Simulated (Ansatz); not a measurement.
```csv
atom,x (Å),y (Å),z (Å)
S,0.0441,-0.0234,-0.1015
H,0.0250,0.9945,0.7955
H,0.0350,-0.9930,0.8606
```

Basis set: 6-31G* (spherical functions). Correlated methods keep 5 orbitals frozen. Charge 0, multiplicity 1.

Computed with Ansatz (development build ahead of 0.2.0); each method stands on the lowest determinant of its kind that the runs found. Restricted open shells among the atoms or ions are ROHF, correlated in semicanonical orbitals with singles.

(1) Give the atomization energy at this shape (free ground-state atoms in the same class of orbitals less the molecule, no zero-point energy) of singlet H2S by RHF-MP2, RHF.

Results:

(1)

```json
{"method": "RHF-MP2", "atomization energy": "148.86 kcal/mol"}
{"method": "RHF", "atomization energy": "123.56 kcal/mol"}
```
